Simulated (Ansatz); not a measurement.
The cluster Cu₃Cl₃⁺. Total charge 1; doublet. Geometry r2SCAN-D4/def2-SVP, basis def2-TZVP, Ansatz.

Cartesian coordinates in Å:
```
Cu -1.0149 -0.4977 0.9960
Cu -0.4981 0.7107 -1.2302
Cu 1.5895 -0.2198 0.2489
Cl 1.6303 0.8275 -1.6602
Cl 0.7756 -1.1636 2.0350
Cl -2.4825 0.3429 -0.3896
```

```
run  HOMO (eV)  LUMO (eV)
  A     -12.90     -11.01
  B     -12.83     -11.26
  C     -11.84     -11.55
  D     -11.68     -11.61
  E     -12.51     -11.36
```

B3LYP takes the VWN-RPA correlation. HSE06 is defined as in plane-wave codes, on full-range PBE exchange. HOMO above LUMO, or a gap near zero within one spin, warns that the state may not be the lowest or that an electron is smeared out. No other spin state of charge 1 was run. The structure comes from a short search, and lower isomers may exist.

HOMO and LUMO are taken over both spins.

Problem. The runs used B3LYP, HSE06, PBE, PBE0, r2SCAN. Estimate which is which.

Solution. A PBE0 (25 % exact exchange); B B3LYP (20 % exact exchange); C r2SCAN (0 % exact exchange); D PBE (0 % exact exchange); E HSE06 (range-separated). Exact exchange lowers occupied and raises empty levels; among semilocal functionals meta-GGAs tend to open the gap a little, and such runs are hard to tell apart. The gap grows from 0.07 eV (PBE) to 1.90 eV (PBE0). At PBE-D4/def2-TZVP the gap within one spin of the charge 1 doublet nearly closes, so an electron or hole may be smeared out by delocalisation error.
